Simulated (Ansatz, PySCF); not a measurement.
The Ansatz (a quantum-chemistry and plane-wave program) input:
Ansatz 0.2 input:
```yaml
crystal:
  periodic: [false, false, false]
  atoms:
    - {symbol: W, position_ang: [0.00286310, -0.07759705, 0.04671073]}
    - {symbol: S, position_ang: [0.07189569, -1.94854917, 1.17295890]}
    - {symbol: Cl, position_ang: [-1.59022183, -0.31037545, -1.64810503]}
    - {symbol: Cl, position_ang: [1.55015711, 1.39622747, 0.99445985]}
    - {symbol: Cl, position_ang: [1.55126637, -0.22472173, -1.69837021]}
    - {symbol: Cl, position_ang: [-1.59133109, 1.31057375, 1.04472503]}
basis:
  gaussian:
    orbitals: def2-SVP
hamiltonian:
  xc: hf
total_charge: -1
magnetization: {spin_polarized: true, initial_magnetization: 1}
accuracy: high
```

Convert this to an input for PySCF.

Several could match; the one computed here: 
```python
from pyscf import gto, scf

mol = gto.M(
    atom='''
W     0.002863   -0.077597    0.046711
S     0.071896   -1.948549    1.172959
Cl   -1.590222   -0.310375   -1.648105
Cl    1.550157    1.396227    0.994460
Cl    1.551266   -0.224722   -1.698370
Cl   -1.591331    1.310574    1.044725
''',
    basis='def2-svp',
    ecp={'W': 'def2-svp'},
    charge=-1,
    spin=1,
    verbose=4,
)

mf = scf.UHF(mol)
mf.kernel()
```

Both were run: Ansatz gave -2301.519582 Eh and PySCF -2301.519582 Eh, 0.000 mEh apart.
